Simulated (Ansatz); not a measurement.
Geometry optimisation, RKS PBE0-D4/def2-SVP in Ansatz.

The input (input.yaml):

```yaml
crystal:
  periodic: [false, false, false]
  atoms:
    - { symbol: Ga, position_ang: [-1.5051, -0.7927, -0.3486] }
    - { symbol: Si, position_ang: [0.7553, -1.7558, 0.8261] }
    - { symbol: H, position_ang: [-1.8234, -1.3095, -1.8195] }
    - { symbol: H, position_ang: [-2.8039, -0.6472, 0.5599] }
    - { symbol: H, position_ang: [0.3618, -0.0392, 0.1836] }
    - { symbol: O, position_ang: [-0.205, 0.9764, -0.3486] }
    - { symbol: C, position_ang: [0.3416, 2.2613, -0.5352] }
    - { symbol: H, position_ang: [1.7921, -1.1723, 1.7051] }
    - { symbol: H, position_ang: [0.1276, -2.7662, 1.701] }
    - { symbol: H, position_ang: [1.52, -2.5483, -0.1574] }
    - { symbol: H, position_ang: [1.2986, 2.1861, -1.0593] }
    - { symbol: H, position_ang: [-0.3481, 2.8538, -1.1378] }
    - { symbol: H, position_ang: [0.4884, 2.7534, 0.4306] }
basis:
  gaussian: { orbitals: def2-SVP }
hamiltonian:
  xc: pbe0
  dispersion: d4
relax:
  f_tol: 0.15
  max_steps: 25
  restrain:
    - { distance: [0, 5], at: 1.88, k: 30.0 }
    - { distance: [4, 1], at: 1.42, k: 30.0 }
    - { distance: [0, 1], at: 3.63, k: 30.0 }
    - { distance: [4, 5], at: 2.27, k: 30.0 }
output:
  orbitals: {}
```

Launched with:

```bash
$ ansatz run input.yaml --threads 4 --pin off --max-ram 5120MiB --backend cpu --events-out ev --progress --plain --runs-dir out
```

Q: Where does it end, and by what steps?

A: It converged. The restraints hold the end off the free minimum. After 16 steps the energy has fallen by 1.481 eV (the restraints' own energy left out); H11 moved furthest, 1.07 Å. Joined: Si2–H5 (1.87 → 1.45 Å).

```
step  energy less start (eV)  largest force component (eV/Å)  accepted
   0                  0.0000                           2.765       yes
   1                  0.5163                           2.010       yes
   2                  0.4236                           2.797       yes
   3                 -0.1751                           2.194       yes
   4                 -0.9335                           0.941       yes
   5                 -1.1617                           1.124       yes
   6                 -1.1629                           1.205       yes
   7                 -1.1724                           1.234       yes
   8                 -1.3631                           0.926       yes
   9                 -1.4298                           0.826       yes
  10                 -1.4586                           0.834       yes
  11                 -1.4516                           0.756        no
  12                 -1.4619                           0.823       yes
  13                 -1.4657                           0.816       yes
  14                 -1.4696                           0.789       yes
  15                 -1.4744                           0.809       yes
  16                 -1.4809                           0.799       yes
```

```xyz
13
Properties=species:S:1:pos:R:3
Ga -1.849 -0.063 -0.489
Si 1.090 -1.704 0.863
H -1.570 -0.460 -1.978
H -2.877 -0.617 0.538
H 0.142 -0.660 0.509
O -0.869 1.352 0.173
C 0.189 1.943 -0.504
H 2.097 -1.132 1.803
H 0.352 -2.823 1.521
H 1.766 -2.211 -0.367
H 1.128 1.353 -0.410
H 0.005 2.085 -1.587
H 0.395 2.939 -0.072
```

Time of the run: 66 s on 4 threads of Arm Neoverse N1, with other jobs on the host, peak memory 0.32 GiB.
